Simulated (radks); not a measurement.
All-electron atom: Os18+ in [Kr] 4d10 4f12. Calculated with a radial shooting solver on a logarithmic mesh with Libxc functionals: scalar-relativistic Kohn-Sham, SCAN, spin-polarised, spherical densities, finite nucleus; open shells are filled with parallel spins first (spin-orbit coupling, left out, can overturn this in heavy ions); meta-GGA in the generalised Kohn-Sham scheme; Fermi nuclear charge, rms radius 5.4126 fm.

Radial electron density D(r) = 4 pi r^2 rho(r):

r (bohr)   D(r) (e/bohr)   spin D(r)
0.0009808          8.422  -0.0000640
0.001277           12.50  -0.0000945
0.001663           18.28   -0.000137
0.002165           26.27   -0.000196
0.00282            36.87   -0.000272
0.003672           50.20   -0.000365
0.004781           65.72   -0.000473
0.006225           81.84   -0.000585
0.008106           95.67   -0.000698
0.01056            103.6   -0.000829
0.01374            103.3    -0.00106
0.0179             96.80    -0.00159
0.0233             92.46    -0.00265
0.03035            100.8    -0.00424
0.03951            122.5    -0.00552
0.05145            140.0    -0.00416
0.067              132.8     0.00501
0.08724            112.1      0.0398
0.1136             113.1       0.164
0.1479             128.8       0.541
0.1926             110.6        1.39
0.2508             73.00        2.75
0.3266             71.15        4.03
0.4252             78.59        4.30
0.5537             53.43        3.17
0.721              20.55        1.54
0.9388             4.519       0.450
1.222             0.5375      0.0654
1.592            0.02837     0.00368
2.073          0.0004708   0.0000581

D(r) has 4 maxima, at r = 0.0119, 0.0549, 0.153, 0.402 bohr, and minima at 0.0231, 0.0984, 0.287 bohr, inside which lie 1.91, 11.04, 30.15 electrons.
